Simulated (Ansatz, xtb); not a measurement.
Relative energy of two isomers of FGeH4Si+

We compare I, `F[SiH+][GeH3]`, a singlet, with II, `F[SiH2][GeH2+]`, a singlet. Both are isolated ions in the gas phase, relaxed with B3LYP/6-31G*; the shapes shown needn't be the lowest conformers.

I (Å):

```yaml
atoms:
  - { symbol: F, position_ang: [-0.7450, 2.1665, -2.2439] }
  - { symbol: Ge, position_ang: [1.3014, 1.6887, 0.5432] }
  - { symbol: Si, position_ang: [0.2899, 2.9187, -1.3191] }
  - { symbol: H, position_ang: [0.4492, 4.3146, -1.8001] }
  - { symbol: H, position_ang: [2.2342, 2.7295, 1.1719] }
  - { symbol: H, position_ang: [0.0722, 1.3015, 1.3759] }
  - { symbol: H, position_ang: [1.9883, 0.5220, -0.1784] }
```

II (Å):

| atom | x (Å) | y (Å) | z (Å) |
| --- | --- | --- | --- |
| F | 0.6774 | 1.3279 | -2.3218 |
| Ge | 1.2663 | 1.8897 | 0.8300 |
| Si | 0.3577 | 2.5644 | -1.3689 |
| H | 1.1332 | 3.7751 | -1.7000 |
| H | -1.0824 | 2.7413 | -1.1018 |
| H | 1.1948 | 2.7759 | 2.0978 |
| H | 1.9743 | 0.5476 | 1.1310 |

Problem. Which of the two would you expect CCSD(T)/def2-TZVP electronic energies to favour?

Solution. Too close to call at this level: CCSD(T)/def2-TZVP gives E(II) − E(I) = −0.028 eV.

Level by level:

| level | geometry | E(II) − E(I) (eV) | departure from the last row (eV) | job, with rough time for the two |
| --- | --- | --- | --- | --- |
| GFN2-xTB | GFN2-xTB | −0.098 | −0.070 | optimisation, 0.11 s |
| HF/STO-3G | GFN2-xTB | +1.058 | +1.086 | single point, 0.32 s |
| r2SCAN-D4/def2-SVP | GFN2-xTB | +0.095 | +0.124 | single point, 2.2 s |
| B3LYP/6-31G* | B3LYP/6-31G* | −0.050 | −0.022 | optimisation, 47 s |
| HF/def2-TZVP | B3LYP/6-31G* | −0.253 | −0.225 | part of the CCSD(T) run |
| MP2/def2-TZVP | B3LYP/6-31G* | −0.035 | −0.007 | part of the CCSD(T) run |
| CCSD(T)/def2-TZVP | B3LYP/6-31G* | −0.028 |  | single point, 28 s |

As drawn, II has 1 Si–H in place of 1 Ge–H.

The largest departure from CCSD(T)/def2-TZVP is that of HF/STO-3G, 1.086 eV. A small imaginary or near-zero mode remains, so no thermal terms are given.

The correlated steps freeze 15 core orbitals; the filled d shell of Ge is correlated, in a basis made for valence electrons. Run with Ansatz 0.2.0, xtb 6.7.1; the last row on 1 thread of Intel(R) Xeon(R) 6975P-C (Granite Rapids) on a shared host.
